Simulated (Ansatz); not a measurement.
`C[S][Ge][F]` + `[SiH3]N[SiH3]` → `[F][Ge][N]([SiH3])[SiH3]` + CH₃SH  (ligand exchange at a Ge–S bond)

Gas-phase electronic energies from Ansatz, PBE0-D4/def2-TZVP geometries. CBS: MP2 limit from def2 TZ/QZ plus the TZ coupled-cluster correction, frozen cores. This one scheme is used for every species. DFT in def2-TZVPP. For Ge outer-core shells are correlated without core-valence functions, which leaves a few kJ/mol of doubt a bond. Scalar relativity is left out up to krypton. One conformer a species, not always the lowest.

CCSD(T)/CBS gives +2.3 kcal/mol.

(1) Another level gave +1.2 kcal/mol. Which?
A. BLYP/def2-TZVPP
B. MP2/def2-TZVPP
C. CAM-B3LYP-D4/def2-TZVPP
D. r2SCAN/def2-TZVPP

Largest T1 diagnostic among the species: 0.015.

## Answers

(1) B. MP2/def2-TZVPP 1.2, BLYP 7.3, r2SCAN 5.3, CAM-B3LYP-D4 3.5 kcal/mol.

From BLYP to BHLYP (50 % exact exchange), in def2-TZVPP and without D4, ΔE moves by −2.2 kcal/mol. The D4 term adds −1.8 kcal/mol with B3LYP and −1.0 kcal/mol with PBE0; it sums over pairs of atoms, weighted by their polarisabilities, and B3LYP, whose exchange is more repulsive, gets the larger term. In def2-TZVPP, CCSD(T) changes the Hartree–Fock value by −2.3 kcal/mol (the triples alone add +0.0 kcal/mol) and MP2 by −2.5 kcal/mol.

B3LYP here is the variant with VWN-RPA as its local correlation; programs differ in this.
